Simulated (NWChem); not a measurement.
Molecule: CuH; SMILES [CuH]

All runs: NWChem. Structure relaxed at the PBE0/def2-SVP level. Ions are spin-unrestricted doublets at the neutral geometry; other ion states weren't tried.

Task: What does the run give for PBE/def2-SVP? Quantities: vertical ionisation energy, ΔSCF (eV); −ε(HOMO) (eV).

Result: 
```json
{
  "vertical ionisation energy, ΔSCF (eV)": "9.15",
  "−ε(HOMO) (eV)": "4.87"
}
```
